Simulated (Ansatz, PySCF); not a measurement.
This PySCF input computes a BLYP/def2-TZVPD energy:

```python
from pyscf import gto, scf, dft

mol = gto.M(
    atom='''
    F    -0.00000000   -0.00000000   -1.22923556
    B     0.00000000    0.00000000    0.00000000
    F     0.00000000    0.00000000    1.22923556
    ''',
    basis='def2-tzvpd',
    charge=1,
    spin=0,
    verbose=4,
)

mf = dft.RKS(mol, xc='blyp').density_fit(auxbasis='def2-universal-jkfit')
mf.grids.level = 3
mf.conv_tol = 1e-9
mf.max_cycle = 100
mf.max_memory = 1500
mf.kernel()
if not mf.converged:
    mf = mf.newton()
    mf.kernel(mf.make_rdm1())
mf.analyze()
```

**Question.** Write an input for the same energy in Ansatz (an electronic-structure program) and say what it gives.

**Answer.** 
Ansatz 0.2 input:
```yaml
crystal:
  periodic: [false, false, false]
  atoms:
    - {symbol: F, position_ang: [-0.00000000, -0.00000000, -1.22923556]}
    - {symbol: B, position_ang: [0.00000000, 0.00000000, 0.00000000]}
    - {symbol: F, position_ang: [0.00000000, 0.00000000, 1.22923556]}
basis:
  gaussian:
    orbitals: def2-TZVPD
hamiltonian:
  xc: {name: BLYP}
total_charge: 1
output: {forces: true}
```
It gives -224.33970 Eh, and PySCF -224.33974 Eh, a difference of 0.04 mEh, from the treatment of integrals and grids.
